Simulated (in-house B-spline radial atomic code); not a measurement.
A fraction x of an electron is removed from 4s in the iron ion Fe⁺, starting from [Ar] 3d6 4s1 and keeping the highest spin. All numbers are computed (scalar-relativistic (X2C) TPSS, spin-polarised, spherical fractional occupations; Fermi nucleus of rms radius 3.7377 fm) with a radial B-spline atomic code at the basis-set limit, not measured.

| x | E(x) - E(0) (eV) | 4s up level (eV) |
| --- | --- | --- |
| 0 | 0.0000 | -13.017 |
| 0.06 | 0.7938 | -13.443 |
| 0.22 | 3.0356 | -14.581 |
| 0.26 | 3.6246 | -14.865 |
| 0.49 | 7.2322 | -16.507 |
| 0.5 | 7.3976 | -16.579 |
| 0.55 | 8.2355 | -16.939 |
| 0.7 | 10.8580 | -18.032 |
| 0.83 | 13.2650 | -19.006 |
| 0.92 | 15.0066 | -19.698 |
| 1 | 16.6074 | - |

The exact functional would give a straight line between the two integer points. Deviations E(x) - E(0) - x[E(1) - E(0)], in eV: -0.203 at x = 0.06, -0.618 at x = 0.22, -0.693 at x = 0.26, -0.905 at x = 0.49, -0.906 at x = 0.5, -0.899 at x = 0.55, -0.767 at x = 0.7, -0.519 at x = 0.83, -0.272 at x = 0.92.

The curve lies below the straight line by up to 0.906 eV (at x = 0.5): convex, the delocalisation error that favours fractional charges.

(1) How well does Slater's transition state (minus the level at half occupation) give the ionisation energy?

Answers

(1) It gives 16.579 eV against 16.607 eV from the two total energies; NIST lists 16.20 eV, ground level to ground level.
